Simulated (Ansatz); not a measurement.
Mulliken charges of C3H5IO, SMILES `C/C(I)=C/O` from PBE/def2-TZVPP in Ansatz (PBE0-D4/def2-TZVP geometry).

| atom | x (Å) | y (Å) | z (Å) | charge (e) |
| --- | --- | --- | --- | --- |
| C1 | -0.533 | -1.270 | 0.486 | -0.248 |
| C2 | -0.172 | -0.008 | -0.211 | -0.026 |
| I3 | -1.268 | 0.465 | -1.935 | -0.077 |
| C4 | 0.784 | 0.835 | 0.172 | 0.014 |
| O5 | 1.162 | 1.983 | -0.404 | -0.236 |
| H6 | -1.573 | -1.262 | 0.823 | 0.102 |
| H7 | 0.107 | -1.399 | 1.363 | 0.084 |
| H8 | -0.403 | -2.141 | -0.162 | 0.102 |
| H9 | 1.366 | 0.612 | 1.061 | 0.093 |
| H10 | 0.613 | 2.132 | -1.189 | 0.193 |

By hand: the dipole of these point charges (1 e Å = 4.8032 D).

Σ q r = (0.024, -0.173, 0.183) e Å, of length 0.253 e Å = 1.22 D.

How does the dipole of the full density compare? (Estimate.)

Ansatz gave: (-0.028, -0.177, 0.125) e Å, 1.05 D; the point charges give 1.16 times that, at 17° from its direction.

Point charges leave out the atoms' own dipoles, such as those of lone pairs, and Mulliken's split depends on the basis, so the two needn't agree.
